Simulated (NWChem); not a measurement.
System: C₂H₃I; SMILES C=CI

All runs: NWChem. def2 effective core potentials on I; no spin-orbit coupling. Each level has its own optimisation; frequencies are unscaled. Brackets give each atom's bonded neighbours.

```json
[
 {"level": "BLYP/def2-SVP (core potentials)", "r C–C (Å)": "[?]", "r C–I (Å)": "2.140", "r C–H [C(CHI)–H(C)] (Å)": "1.099", "highest harmonic frequency (cm⁻¹)": "[?]", "lowest (cm⁻¹)": "[?]", "zero-point energy (kcal/mol)": "[?]"},
 {"level": "Hartree-Fock/3-21G (all-electron, non-relativistic)", "r C–C (Å)": "1.309", "r C–I (Å)": "2.138", "r C–H [C(CHI)–H(C)] (Å)": "1.069", "highest harmonic frequency (cm⁻¹)": "3415", "lowest (cm⁻¹)": "341", "zero-point energy (kcal/mol)": "28.5"},
 {"level": "PBE0/def2-SVP (core potentials)", "r C–C (Å)": "1.328", "r C–I (Å)": "2.093", "r C–H [C(CHI)–H(C)] (Å)": "1.093", "highest harmonic frequency (cm⁻¹)": "3271", "lowest (cm⁻¹)": "313", "zero-point energy (kcal/mol)": "26.2"}
]
```

Problem. Some entries are withheld; supply them.

Solution. 
- BLYP/def2-SVP (core potentials), r C–C (Å): 1.340
- BLYP/def2-SVP (core potentials), highest harmonic frequency (cm⁻¹): 3152
- BLYP/def2-SVP (core potentials), lowest (cm⁻¹): 297
- BLYP/def2-SVP (core potentials), zero-point energy (kcal/mol): 25.1
